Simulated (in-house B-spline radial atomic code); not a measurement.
**BLYP excitations of K+**

Method: BLYP. Computed with a B-spline radial code for spherical atoms: linear response of the closed shell [Ne] 3s2 3p6 with the functional's adiabatic kernel; scalar-relativistic (spin-free one-electron X2C), finite nucleus, no spin-orbit coupling, no double excitations, S, P, D and F terms only. Only terms of natural parity with L up to 3 were computed.

Command:
```bash
python run_td.py task.json out
```
Settings (radii: box in bohr, nucleus in fm):
```
Z                        19
electrons                18
configuration            [Ne] 3s2 3p6
hamiltonian              x2c
method                   b88,lyp
box_radius               41.61
rms_radius               3.4349
intervals                75
```

Time taken, with all properties: 0.9 s on 1 thread of Arm Neoverse N1, on a shared host.

The lowest states, in the order of their Tamm-Dancoff energies; the method's threshold (minus the highest occupied level) is 24.737 eV. Labels give the largest channel, * marks a mixed state, and oscillator strengths are full-response dipole values. Semilocal kernels can invert the small singlet-triplet splittings of Rydberg terms. Energies in eV:

```
     state  full response  Tamm-Dancoff  oscillator strength
3p → 4s 3P         18.092        18.100                    -
3p → 4s 1P         18.388        18.397                0.318
3p → 3d 3P         19.683        19.744                    -
3p → 3d 3F         19.758        19.841                    -
3p → 4p 3S              ?             ?                    -
3p → 4p 3D         20.587        20.593                    -
3p → 4p 1D              ?             ?                    -
3p → 3d 1F         20.909        20.913                    -
3p → 4p 1S         21.430        21.501                    -
3p → 3d 1P         22.450        22.523                0.638
```

(1) Where does 3p → 4p 1D lie?

(2) Where does 3p → 4p 3S lie?

(3) How large is the singlet-triplet splitting of 3p → 4s (P terms) in Tamm-Dancoff?

(4) What polarisabilities and dispersion coefficient does the method give?

Answers

(1) At 20.709 eV in full response, 20.712 eV in Tamm-Dancoff.

(2) At 20.507 eV in full response, 20.517 eV in Tamm-Dancoff.

(3) 0.297 eV, from the unrounded values.

(4) Dipole 5.77 bohr³, quadrupole 18.58 bohr⁵, C6 24.82 hartree·bohr⁶ for two such species.
